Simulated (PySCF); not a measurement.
CH₈BNO.
SMILES: `[NH3+][BH2-]CO`

Jobs on this species (12 atoms, 34 electrons) with PySCF (density fitting). Hardware of each: one thread of an Arm Neoverse V1, on a shared host. The host was shared with other jobs, so the times are rough. Peak memory is the resident size of the whole Python process, interpreter and libraries included.

| level and settings | work | basis functions | SCF cycles | wall time | peak memory |
| --- | --- | --- | --- | --- | --- |
| PBE0-D3(BJ)/def2-SVP, grid level 1 | geometry optimisation from a GFN2-xTB start shaken at random | 96 | ? | ? | ? |
| delta-SCF UKS PBE0, pcX-2 on the ionised atom, pcseg-1 elsewhere, spin-free X2C | ΔSCF core ionisation, 4 holes | 127 | ? | ? | ? |
| delta-SCF UKS SCAN, pcX-1 on the ionised atom, pcseg-1 elsewhere, spin-free X2C | ΔSCF core ionisation, 4 holes | 106 | 64 | 18 s | 0.48 GiB |
| delta-SCF UKS HF, pcX-2 on the ionised atom, pcseg-1 elsewhere, spin-free X2C | ΔSCF core ionisation, 4 holes | 127 | 56 | 8.7 s | 0.48 GiB |
| delta-SCF UKS SCAN, pcX-2 on the ionised atom, pcseg-1 elsewhere, non-relativistic | ΔSCF core ionisation, 4 holes | 127 | 64 | 22 s | 0.48 GiB |
| delta-SCF UKS SCAN, pcX-2 on the ionised atom, pcseg-1 elsewhere, spin-free X2C | ΔSCF core ionisation, 4 holes | 127 | 63 | 23 s | 0.41 GiB |
| delta-SCF UKS B3LYP, pcX-2 on the ionised atom, pcseg-1 elsewhere, spin-free X2C | ΔSCF core ionisation, 4 holes | 127 | 58 | 20 s | 0.48 GiB |
| delta-SCF UKS SCAN, def2-TZVP on the ionised atom, pcseg-1 elsewhere, spin-free X2C | ΔSCF core ionisation, 4 holes | 113 | 63 | 21 s | 0.48 GiB |
| delta-SCF UKS PBE, pcX-2 on the ionised atom, pcseg-1 elsewhere, spin-free X2C | ΔSCF core ionisation, 4 holes | 127 | 64 | 13 s | 0.48 GiB |

Problem. Fill in the missing figures.

Solution. 
- PBE0-D3(BJ)/def2-SVP, grid level 1; geometry optimisation from a GFN2-xTB start shaken at random: 25 s, 0.39 GiB, 51 SCF cycles
- delta-SCF UKS PBE0, pcX-2 on the ionised atom, pcseg-1 elsewhere, spin-free X2C; ΔSCF core ionisation, 4 holes: 19 s, 0.48 GiB, 58 SCF cycles

Problem. What do all jobs in the table cost together?

Solution. About 2.8 min; the longest takes about 15 % of that, and about 2.9 times as long as the shortest.
